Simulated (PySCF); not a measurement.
Point-charge models of `[CH3][Ge@@H]([GeH3])[CH2][SiH3]` against its computed dipole.

Coordinates (PBE0-D3(BJ)/def2-SVP, Å) and charges (e) from the PBE0/pcSseg-1 density (PySCF):

```tsv
atom	x	y	z	Mulliken	IAO	Hirshfeld	ESP-fitted
C1	0.087	-2.018	-0.789	-0.5375	-0.6645	-0.2031	-0.5645
Ge2	0.588	-0.706	0.575	+0.2514	+0.5583	+0.2901	+0.4924
Ge3	2.159	0.904	-0.334	+0.0079	+0.1652	+0.1877	-0.0116
C4	-1.021	0.211	1.245	-0.7877	-0.7832	-0.2416	-0.4345
Si5	-2.031	1.112	-0.056	+0.4899	+0.5901	+0.2985	+0.4572
H6	-0.329	-1.517	-1.675	+0.1482	+0.1523	+0.0379	+0.1372
H7	0.964	-2.605	-1.098	+0.1461	+0.1548	+0.0407	+0.1408
H8	-0.671	-2.708	-0.390	+0.1424	+0.1520	+0.0406	+0.1512
H9	1.253	-1.438	1.765	+0.0172	-0.0876	-0.0795	-0.1377
H10	1.632	1.504	-1.652	+0.0043	-0.0694	-0.0705	-0.0218
H11	3.514	0.233	-0.630	+0.0048	-0.0675	-0.0716	-0.0313
H12	2.406	2.063	0.652	+0.0024	-0.0689	-0.0710	-0.0297
H13	-1.655	-0.543	1.740	+0.1721	+0.1593	+0.0411	+0.1232
H14	-0.712	0.930	2.022	+0.1762	+0.1614	+0.0407	+0.1008
H15	-1.199	2.156	-0.733	-0.0755	-0.1189	-0.0801	-0.1222
H16	-3.225	1.782	0.548	-0.0794	-0.1123	-0.0800	-0.1254
H17	-2.515	0.158	-1.103	-0.0828	-0.1212	-0.0795	-0.1243
```

Task: Form Σ q r in debye for every column and set it beside the full dipole.

Result: The full density gives (-0.36, -0.80, 0.46) D, 0.99 D in size; dipole vectors point from the negative to the positive end.

```
    scheme     μx     μy     μz  size (D)  share of the full size (%)  angle to the full dipole (°)
  Mulliken   0.57   0.20  -0.60      0.86                          87                           140
       IAO   0.14  -0.04   0.09      0.17                          17                            84
 Hirshfeld   0.08  -0.41   0.26      0.49                          50                            31
ESP-fitted  -0.40  -0.82   0.44      1.01                         102                             2
```

Task: Which set comes closest?

Result: Length of the difference vector: ESP-fitted 0.05 D, Hirshfeld 0.62 D, IAO 0.98 D, Mulliken 1.73 D. Closest: ESP-fitted. The schemes that divide the density aren't constrained to reproduce the dipole.

Task: What is left for the Hirshfeld atoms' own dipoles?

Result: The shares of the density sum to the whole, so what Σ q r misses lies in dipoles about the nuclei. The atomic dipoles sum to (-0.36, -0.80, 0.46) − (0.08, -0.41, 0.26) = (-0.44, -0.39, 0.20) D, 0.62 D in size.

Task: With the origin at the mean of the coordinates, (-0.044, -0.028, 0.005) Å, which are the largest single terms, by size, of the Hirshfeld dipole along the direction of the full one?

Result: Ge3 -1.54, C1 -1.16, H10 +0.89, C4 -0.85, Ge2 +0.81 D; all 17 atoms together +0.42 D. The single terms depend on the origin, their sum doesn't.

Task: Give the size of the full dipole in other units.

Result: 0.99 D = 0.388 au = 0.205 e·Å = 3.29 × 10⁻³⁰ C·m.

Geometry: PBE0-D3(BJ)/def2-SVP, one conformer, isolated molecule. The calculation is non-relativistic, for germanium too.

Conformer computed: `[CH3:1][Ge@@H:2]([GeH3:3])[CH2:4][SiH3:5]`: C1–Ge2–C4–Si5 -58°.
